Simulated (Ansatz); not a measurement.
`P[SiH2][SeH]` and `F[SiH2][SeH]` differ in one atom or group.

Ansatz, PBE0-D4/def2-TZVP geometries, multiplicity 1. Each molecule was computed in one conformer, which needn't be the lowest.

Scalar relativity is left out up to krypton.

```tsv
property	`P[SiH2][SeH]`
size of the dipole moment (ωB97M-V/def2-TZVPP) / D	0.47
HOMO–LUMO gap (PBE0/def2-TZVPP) / eV	6.78
HOMO–LUMO gap (PBE/def2-TZVPP) / eV	4.78
size of the dipole moment (PBE/def2-TZVPP) / D	0.37
size of the dipole moment (B3LYP/def2-TZVPP) / D	0.43
zero-point energy (PBE0-D4/def2-TZVP) / kJ/mol	113.0
```

Problem. What does the change do to each property? (Estimate.)

Solution. Ansatz gave: 
| property | `F[SiH2][SeH]` | shift |
| --- | --- | --- |
| size of the dipole moment (ωB97M-V/def2-TZVPP) / D | 1.11 | 0.64 |
| HOMO–LUMO gap (PBE0/def2-TZVPP) / eV | 7.33 | 0.55 |
| HOMO–LUMO gap (PBE/def2-TZVPP) / eV | 5.30 | 0.52 |
| size of the dipole moment (PBE/def2-TZVPP) / D | 1.05 | 0.68 |
| size of the dipole moment (B3LYP/def2-TZVPP) / D | 1.13 | 0.70 |
| zero-point energy (PBE0-D4/def2-TZVP) / kJ/mol | 74.4 | -38.6 |

With PBE0 the HOMO falls by 0.43 eV and the LUMO rises by 0.12 eV, so the gap widens by about 0.55 eV. PBE moves the HOMO by -0.43 eV and ωB97M-V by -0.44 eV. The zero-point energy changes by -38.6 kJ/mol with -6 modes. Dipoles are sizes alone; their direction can turn.

B3LYP here is the variant with VWN-RPA as its local correlation; programs differ in this.

Spin–orbit coupling is left out; it splits and shifts lone-pair levels of the heavy atoms by tenths of an eV.
